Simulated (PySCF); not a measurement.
Species: C8H17N.
SMILES with atom numbers: `[CH3:1][C:2]([CH3:3])([CH3:4])[C@@H:5]1[CH2:6][CH2:7][C@@H:8]1[NH2:9]` (hydrogens: H10, H11, H12 on C1; H13, H14, H15 on C3; H16, H17, H18 on C4; H19 on C5; H20, H21 on C6; H22, H23 on C7; H24 on C8; H25, H26 on N9)

The calculation used PBE0-D3(BJ)/def2-SVP geometry optimisation, gas phase (PySCF).

What internal coordinates does the optimisation give?

```json
{"bond": "C1–C2, C2–C3, C2–C4", "length (Å)": "1.531"}
{"bond": "C2–C5", "length (Å)": "1.536"}
{"bond": "C5–C6", "length (Å)": "1.542"}
{"bond": "C6–C7", "length (Å)": "1.541"}
{"bond": "C7–C8", "length (Å)": "1.554"}
{"bond": "C8–N9", "length (Å)": "1.447"}
{"bond": "C5–C8", "length (Å)": "1.556"}
{"bond": "C1–H10 and 8 like bonds", "length (Å)": "1.101"}
{"bond": "C5–H19", "length (Å)": "1.104"}
{"bond": "C6–H20", "length (Å)": "1.101"}
{"bond": "C6–H21", "length (Å)": "1.100"}
{"bond": "C7–H22", "length (Å)": "1.102"}
{"bond": "C7–H23", "length (Å)": "1.101"}
{"bond": "C8–H24", "length (Å)": "1.102"}
{"bond": "N9–H25, N9–H26", "length (Å)": "1.019"}
```

Bonds in one row agree within 0.01 Å and their mean is given. A selection of angles:
```json
{"angle": "C1–C2–C3", "degrees": "109.9"}
{"angle": "C1–C2–C5", "degrees": "107.6"}
{"angle": "C4–C2–C5", "degrees": "113.5"}
{"angle": "C2–C5–C6", "degrees": "122.9"}
{"angle": "C2–C5–C8", "degrees": "124.2"}
{"angle": "C6–C5–C8", "degrees": "88.9"}
{"angle": "C5–C6–C7", "degrees": "88.2"}
{"angle": "C6–C7–C8", "degrees": "89.0"}
{"angle": "C7–C8–N9", "degrees": "116.7"}
{"angle": "C5–C8–C7", "degrees": "87.2"}
{"angle": "C5–C8–N9", "degrees": "115.9"}
{"angle": "H25–N9–C8", "degrees": "109.5"}
{"angle": "H26–N9–C8", "degrees": "110.9"}
```

Dihedral angles: C1–C2–C5–C6 -70° (synclinal); C2–C5–C6–C7 -151° (antiperiplanar); C5–C6–C7–C8 19° (synperiplanar); C6–C7–C8–N9 98° (anticlinal); C2–C5–C8–C7 149° (anticlinal).

N9 (primary amine nitrogen) is pyramidal (angles 110.9°, 109.5° and 106.0°, sum 326.4°, 0.39 Å off the plane of its three neighbours). The 4-membered ring C5–C6–C7–C8 has internal angles of 87.2° to 89.0°; it is puckered, 0.13 Å rms from its mean plane, widest ring torsion 19°. The 8 C–C bonds span 1.530 Å (C2–C3, drawn single) to 1.556 Å (C5–C8, drawn single), a spread of 0.026 Å. Of the pairs four or more bonds apart, N9···H17 is among the closest relative to their van der Waals radii: 2.44 Å, 89 % of the sum of Bondi's values.

Point group: C1 (no symmetry element, even within 0.4 Å). Stationary, but not proved a minimum. One conformer, not necessarily the lowest (C7–C8–N9–H 76° and -41°, C2–C5–C6–C7 -151°, C5–C6–C7–C8 19°, C6–C7–C8–N9 98°, C2–C5–C8–C7 149°).

Hardware: AMD EPYC 7R43, one thread, on a shared host. Cost: 3.5 min, 0.91 GiB resident at most. These figures are those of the optimisation.
